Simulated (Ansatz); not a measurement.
Ansatz (a program for electronic structure) input:

Ansatz 0.2 input:
```yaml
crystal:
  periodic: [false, false, false]
  atoms:
    - {symbol: Mg, position_ang: [1.21334304, 0.34241078, 0.22505461]}
    - {symbol: I, position_ang: [-0.36320996, 1.75361716, -1.53487368]}
    - {symbol: I, position_ang: [0.08849078, -1.83114413, 1.48391792]}
basis:
  gaussian:
    orbitals: def2-TZVP
hamiltonian:
  xc: b3lyp
  dispersion: d3bj
total_charge: -1
magnetization: {spin_polarized: true, initial_magnetization: 1}
phonons: {temperatures: {t_min: 298.15, t_max: 298.15, t_step: 100}}
```

**Question.** Predict the final energy.

**Answer.** -795.90864 Eh (B3LYP-D3(BJ)/def2-TZVP). The basis has 132 functions.
